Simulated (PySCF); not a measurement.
Zn(SH) (HSZn), SMILES [Zn+][SH], charge +1. Coordinates come from a PBE0-D3(BJ)/def2-TZVP optimisation. The multiplicity is an assumed one; other spin states were not compared. The isomer is the one that the SMILES or the coordinates give; other isomers of the formula were not compared.

All values below come from PBE0-D3(BJ)/def2-TZVP (PySCF).

Harmonic wavenumbers (cm⁻¹): 403, 708, 2659. Rotational constants (GHz): 283.3, 4.985, 4.899; symmetry number 1.

Problem. Work out the zero-point energy and the ideal-gas rigid-rotor harmonic-oscillator thermochemistry at 298.15 K and 1 atm.

Solution. ZPE = ½ Σ hcν = ½ × 3771 cm⁻¹ = 22.56 kJ/mol. H − E(el) = 33.56 kJ/mol. Entropy in J/(mol K): translation 165.98, rotation 89.40, vibration 5.22, total 260.60. G − E(el) = -44.14 kJ/mol. Cp = 42.78 J/(mol K).
